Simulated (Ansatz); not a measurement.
The same group exchange along the group O, S, Se.

Computed with Ansatz on PBE0-D4/def2-TZVP structures; ΔE is electronic, products minus reactants. CCSD(T)/CBS adds triple-zeta CCSD(T) − MP2 to the extrapolated MP2 energy (def2 sets, frozen cores). Functionals use def2-TZVPP. B3LYP here is the variant with VWN-RPA as its local correlation; programs differ in this. For Se outer-core shells are correlated without core-valence functions, which leaves a few kJ/mol of doubt a bond. Scalar relativity is left out up to krypton. One conformer a species, not always the lowest.

| reaction | HF/CBS(def2) (kcal/mol) | ωB97X-V (kcal/mol) | B3LYP-D4 (kcal/mol) | PBE0-D4 (kcal/mol) |
| --- | --- | --- | --- | --- |
| `C=CO[Si](F)(F)F` + `C=CC` → `C=CCOC=C` + `F[SiH](F)F` | 44.5 | 40.3 | 41.3 | 40.4 |
| `C=CS[Si](F)(F)F` + `C=CC` → `C=CCSC=C` + `F[SiH](F)F` | 22.0 | 21.6 | 21.1 | 21.6 |
| `C=C[Se][Si](F)(F)F` + `C=CC` → `C=CC[Se]C=C` + `F[SiH](F)F` | 22.2 | 21.2 | 20.4 | 21.4 |

Give the CCSD(T)/CBS values in the same order. (Best estimate.)

The calculation gave: 41.7, 20.8, 20.0 kcal/mol.

Largest T1 diagnostic: 0.012, for `C=CCOC=C`.
